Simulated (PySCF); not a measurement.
F₂H₄O₂Si₂, SMILES F[Si](O[SiH3])(F)O.

Geometry: PBE-D3(BJ)/def2-SVP. The structure was generated by enumeration, and PubChem lists no compound with its InChIKey, so it may never have been made. One conformer was computed; it need not be the lowest.

These are PySCF with TDDFT-PBE/def2-SVPD values and carry that method's errors.

Vertical excitations. The molecule is in vacuum.

| state | energy (eV) | λ (nm) | f | main pairs |
|---|---|---|---|---|
| S1 | 6.62 | 187 | 0.001 | HOMO→LUMO 100 % |
| S2 | 6.77 | 183 | 0.000 | HOMO−1→LUMO 99 % |
| S3 | 7.27 | 171 | 0.009 | HOMO−2→LUMO 99 % |
| S4 | 7.53 | 165 | 0.003 | HOMO→LUMO+1 99 % |
| S5 | 7.68 | 161 | 0.005 | HOMO−1→LUMO+1 99 % |
| S6 | 8.05 | 154 | 0.018 | HOMO−3→LUMO 96 % |
| S7 | 8.05 | 154 | 0.041 | HOMO→LUMO+2 94 % |
| S8 | 8.17 | 152 | 0.012 | HOMO−2→LUMO+1 93 % |
| S9 | 8.20 | 151 | 0.035 | HOMO−1→LUMO+2 94 % |
| S10 | 8.28 | 150 | 0.008 | HOMO−4→LUMO 93 % |
| T1 | 6.39 | 194 | 0 | HOMO→LUMO 98 % |
| T2 | 6.54 | 189 | 0 | HOMO−1→LUMO 98 % |
| T3 | 7.05 | 176 | 0 | HOMO−2→LUMO 97 % |
| T4 | 7.33 | 169 | 0 | HOMO→LUMO+1 97 % |
Triplets are in the Tamm–Dancoff approximation, which puts them higher than full response would, so one can lie above its singlet here.
